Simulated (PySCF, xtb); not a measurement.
C₂H₄Cl₂Si₂, SMILES C(#C[SiH](Cl)Cl)[SiH3].

GFN2-xTB in xtb at its own geometry gives an orbital gap of 4.55 eV and a dipole moment of 2.34 D.

The structure is a stationary point at PBE0-D3(BJ)/def2-SVP. The structure was generated by enumeration, and PubChem lists no compound with its InChIKey, so it may never have been made.

Problem. What does CAM-B3LYP/def2-TZVP (PySCF) give? (Estimate from the structure and the level; the computed values follow.)

Solution. gap 9.68 eV (levels -9.88 and -0.20 eV), dipole 1.81 D.
